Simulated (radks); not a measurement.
Values are calculated unless marked as measured or tabulated.
I3+, 50 electrons, occupied as [Kr] 4d10 5s1 5p3 (not the ground configuration).

Code: a radial shooting solver on a logarithmic mesh with Libxc functionals. Model: non-relativistic Kohn-Sham, LDA (Slater exchange, Perdew-Wang correlation), spin-polarised, spherical densities, point nucleus; open shells are filled with parallel spins first (spin-orbit coupling, left out, can overturn this in heavy ions); relativity is left out, which matters for an element this heavy.

Energy parts (eV):
part                       energy
total                 -188091.969
kinetic                187995.484
electron-nucleus      -445053.906
Hartree                 73583.243
exchange-correlation    -4616.790

Orbitals (lengths in bohr, moments of r in powers of bohr; <r^-3> diverges for s and p1/2; r(90%) holds 90 % of the orbital's charge):
1s up: occ. 1; eigenvalue (eV) -31647.51; <r^4> 3.068e-06; r(90%) 0.0510
1s down: occ. 1; eigenvalue (eV) -31647.30; <r^4> 3.068e-06; r(90%) 0.0510
2s up: occ. 1; eigenvalue (eV) -4797.371; <r^4> 0.0005443; r(90%) 0.190
2s down: occ. 1; eigenvalue (eV) -4797.256; <r^4> 0.0005443; r(90%) 0.190
2p up: occ. 3; eigenvalue (eV) -4512.514; <r^4> 0.0003536; r(90%) 0.170; <r^-3> 4889
2p down: occ. 3; eigenvalue (eV) -4512.358; <r^4> 0.0003536; r(90%) 0.170; <r^-3> 4889
3s up: occ. 1; eigenvalue (eV) -992.3339; <r^4> 0.02289; r(90%) 0.481
3s down: occ. 1; eigenvalue (eV) -992.1421; <r^4> 0.02288; r(90%) 0.481
3p up: occ. 3; eigenvalue (eV) -872.2815; <r^4> 0.02188; r(90%) 0.477; <r^-3> 915.5
3p down: occ. 3; eigenvalue (eV) -872.0789; <r^4> 0.02187; r(90%) 0.477; <r^-3> 915.6
3d up: occ. 5; eigenvalue (eV) -648.3164; <r^4> 0.01772; r(90%) 0.453; <r^-3> 148.9
3d down: occ. 5; eigenvalue (eV) -648.1299; <r^4> 0.01771; r(90%) 0.453; <r^-3> 149.0
4s up: occ. 1; eigenvalue (eV) -199.5479; <r^4> 0.6614; r(90%) 1.11
4s down: occ. 1; eigenvalue (eV) -199.1188; <r^4> 0.6555; r(90%) 1.11
4p up: occ. 3; eigenvalue (eV) -157.5379; <r^4> 0.8291; r(90%) 1.18; <r^-3> 180.0
4p down: occ. 3; eigenvalue (eV) -157.0522; <r^4> 0.8161; r(90%) 1.17; <r^-3> 180.5
4d up: occ. 5; eigenvalue (eV) -85.7862; <r^4> 1.604; r(90%) 1.39; <r^-3> 22.31
4d down: occ. 5; eigenvalue (eV) -85.0360; <r^4> 1.523; r(90%) 1.37; <r^-3> 22.60
5s up: occ. 1; eigenvalue (eV) -46.7055; <r^4> 22.50; r(90%) 2.69
5s down: occ. 0; eigenvalue (eV) -43.1188; <r^4> 23.02; r(90%) 2.70
5p up: occ. 3; eigenvalue (eV) -36.1337; <r^4> 35.84; r(90%) 3.02; <r^-3> 25.20
5p down: occ. 0; eigenvalue (eV) -32.5344; <r^4> 39.30; r(90%) 3.10; <r^-3> 24.99
5d up: occ. 0; eigenvalue (eV) -20.8102; <r^4> 111.4; r(90%) 4.02; <r^-3> 2.419
5d down: occ. 0; eigenvalue (eV) -18.0341; <r^4> 153.4; r(90%) 4.37; <r^-3> 1.951
6s up: occ. 0; eigenvalue (eV) -17.5070; <r^4> 392.3; r(90%) 5.46
6s down: occ. 0; eigenvalue (eV) -16.3829; <r^4> 471.1; r(90%) 5.72
4f up: occ. 0; eigenvalue (eV) -15.5893; <r^4> 73.00; r(90%) 3.66; <r^-3> 0.8855
6p up: occ. 0; eigenvalue (eV) -14.1083; <r^4> 658.4; r(90%) 6.23; <r^-3> 7.006
6p down: occ. 0; eigenvalue (eV) -13.2865; <r^4> 796.8; r(90%) 6.53; <r^-3> 6.298
4f down: occ. 0; eigenvalue (eV) -13.1280; <r^4> 108.6; r(90%) 4.04; <r^-3> 0.9326

The highest occupied level is 5p up at -36.134 eV. The configuration is held as typed, so some empty levels lie below it. Spin moment in Bohr magnetons: 4.
